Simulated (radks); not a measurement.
Question: All-electron atom: the cadmium ion Cd3+ in [Kr] 4d9. Method: Dirac Kohn-Sham, BLYP, spin-unpolarised, spherical densities, point nucleus; open shells are shared between the two j in proportion to 2j + 1; computed with a radial shooting solver on a logarithmic mesh with Libxc functionals.

Spin-orbit splittings of the eigenvalues, e(l+1/2) - e(l-1/2), with zeta = 2 splitting/(2l+1) and mean radii in bohr:

shell  occ.  splitting (eV)  zeta (eV)  <r> j=l-1/2  <r> j=l+1/2
2p        6           192.6      128.4       0.1112       0.1164
3p        6           34.39      22.93       0.3495       0.3605
3d       10           6.990      2.796       0.3326       0.3362
4p        6               ?          ?       0.9318       0.9615
4d        9          0.7743     0.3097        1.192        1.206

Estimate the 4p splitting.

Answer: 5.939 eV (zeta = 3.959 eV).
